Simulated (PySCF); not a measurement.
## Computed spin Hamiltonian

C5H9OSi (doublet state).
Atom-mapped SMILES: `[OH:1][CH2:2][C@@H:3]1[CH:4]=[C:5][CH2:6][SiH2:7]1` (hydrogens: H8 on O1; H9, H10 on C2; H11 on C3; H12 on C4; H13, H14 on C6; H15, H16 on Si7)

Structure used (GFN2-xTB), in Å, numbered top down from 1:
```
atom  x, y, z in Å
O1    -2.6594   -1.0234    0.4859
C2    -1.7505    0.0492    0.4309
C3    -0.4496   -0.2894   -0.3015
C4     0.4011   -1.2652    0.5242
C5     1.5815   -0.8441    0.8728
C6     2.1503    0.4489    0.5247
Si7    0.7157    1.2153   -0.5513
H8    -2.2315   -1.7621    0.9339
H9    -1.5192    0.4096    1.4446
H10   -2.2780    0.8441   -0.1034
H11   -0.7276   -0.7764   -1.2425
H12   -0.0097   -2.2313    0.7721
H13    3.0760    0.3403   -0.0402
H14    2.3733    1.0420    1.4116
H15    1.1243    1.4019   -1.9432
H16    0.1956    2.4495    0.0373
```

The hyperfine couplings belong to this conformer and change with its torsions.

The calculation used UKS B3LYP, pcH-1 on C H O Si, non-relativistic, mean-field spin-orbit, GIAO in PySCF 2.14.0. Geometry: GFN2-xTB, one conformer, isolated molecule. Couplings are sensitive to structure, and on GFN2-xTB geometries they can be far from those on DFT ones. The SCF solution wasn't tested for stability.

- g1, g2, g3: 2.00186, 2.00218, 2.00225
- g_iso: 2.00210
- Form of g: rhombic: the two nearest values differ by 18 % of g3 − g1
- ⟨S²⟩: 0.7581 (exact 0.7500)
- α and β electrons: 31, 30
- HOMO–LUMO gap, α and β orbitals: 6.23, 4.62 eV
- Total energy: -560.59159 Eh
- Basis functions: 275

Hyperfine couplings atom by atom, in 10⁻⁴ cm⁻¹; T1 to T3 are the principal values of the dipolar part (1 × 10⁻⁴ cm⁻¹ = 2.998 MHz):

```tsv
atom	isotope	a_iso	of which spin–orbit	T1	T2	T3	Mulliken spin population
O1	17O	0.0	0.0	-0.1	0.0	0.1	0.00
C2	13C	-2.1	0.0	-0.2	-0.2	0.4	0.00
C3	13C	18.5	0.0	-2.4	-2.1	4.4	0.07
C4	13C	9.5	0.0	-6.3	0.1	6.2	-0.12
C5	13C	114.4	0.0	-25.3	-18.9	44.2	0.93
C6	13C	7.6	0.0	-2.2	-2.2	4.4	-0.02
Si7	29Si	-29.1	0.0	-7.6	3.7	3.9	0.10
H8	1H	0.1	0.0	-0.4	-0.2	0.6	0.00
H9	1H	0.7	0.0	-0.5	-0.4	0.9	0.00
H10	1H	3.5	0.0	-0.4	-0.1	0.5	0.00
H11	1H	-1.8	0.0	-1.2	-0.4	1.7	0.00
H12	1H	17.1	0.0	-2.1	-1.7	3.8	0.02
H13	1H	7.0	0.0	-2.3	-1.7	4.0	0.01
H14	1H	6.3	0.0	-2.3	-1.7	3.9	0.01
H15	1H	2.2	0.0	-0.7	-0.3	1.0	0.00
H16	1H	2.8	0.0	-0.7	-0.2	1.0	0.00
```

The Mulliken spin populations are largest on C5 (+0.93), C4 (-0.12), Si7 (+0.10) and C3 (+0.07). No atom but C5 exceeds +0.15. The positive populations add up to 1.15 and the negative ones to -0.15, together 2S = 1.

Under fast tumbling the dipolar parts average out, and these isotropic splittings remain (the largest six): 1 × 1H (H12, I = 1/2, 2 lines) with 1.83 mT, 1 × 1H (H13, I = 1/2, 2 lines) with 0.75 mT, 1 × 1H (H14, I = 1/2, 2 lines) with 0.68 mT, 1 × 1H (H10, I = 1/2, 2 lines) with 0.37 mT, 1 × 1H (H16, I = 1/2, 2 lines) with 0.30 mT and 1 × 1H (H15, I = 1/2, 2 lines) with 0.23 mT.

The 13C coupling of C5 (342.8 MHz) shows only in satellite lines or after enrichment, since that isotope makes up about 1.07 % of natural carbon.

The 29Si coupling of Si7 (-87.2 MHz) shows only in satellite lines or after enrichment, since that isotope makes up about 4.7 % of natural silicon.

The spin density at the nucleus, in bohr⁻³, is negative for C2 (-0.0056) and H11 (-0.0012), for instance. A restricted open-shell determinant has no negative spin density anywhere; here it arises because α and β orbitals differ (spin polarisation).
